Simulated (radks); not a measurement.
Valence configurations of the oxygen ion O2+ (all share [He]). Calculated with a radial shooting solver on a logarithmic mesh with Libxc functionals: scalar-relativistic Kohn-Sham, LDA (Slater exchange, Perdew-Wang correlation), spin-polarised, spherical densities, point nucleus; open shells are filled with parallel spins first. Energies are relative to 2s2 2p2; eigenvalues in eV for spin up.

valence      E (eV)  moment (Bohr magnetons)    e(2p)    e(2s)
2s2 2p2       0.000                        2  -45.140  -59.706
2s1 2p3       7.361                        4  -45.737  -60.473
2s1.5 2p2.5   4.435                        3  -45.528  -60.176
2p4          29.554                        2  -44.530        -
2s0.5 2p3.5  19.203                        3  -45.248  -60.011

NIST lists [He] 2s2 2p2 as the ground configuration; this level of theory agrees among the configurations tried. The energies are those of spherical high-spin densities, not of single terms.
